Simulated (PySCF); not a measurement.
**Radial density of Pt⁵⁰⁺ (platinum, charge +50)**

BHandHLYP, [Ar] 3d10, closed-shell 1S. Calculation: PySCF 2.14, in an even-tempered Gaussian basis (17 s from 12 bohr⁻², ratio 2.5; 13 p from 15 bohr⁻², ratio 2.5; 7 d from 15 bohr⁻², ratio 2.5; 4 f from 65 bohr⁻², ratio 2.7; 3 g from 97 bohr⁻², ratio 2.7); the spin-free X2C one-electron Hamiltonian (Gaussian nucleus).

```csv
r (bohr),4πr²ρ (e/bohr)
0.0155,102.0
0.0261,95.90
0.0439,135.3
0.0739,120.6
0.124,112.0
0.209,81.78
0.352,5.571
0.592,0.01842
```

Densities and radii are taken from the X2C orbitals without a picture-change correction, which distorts them close to the nucleus.

Spin-orbit coupling, which splits the p, d and f shells strongly at this Z, is absent.
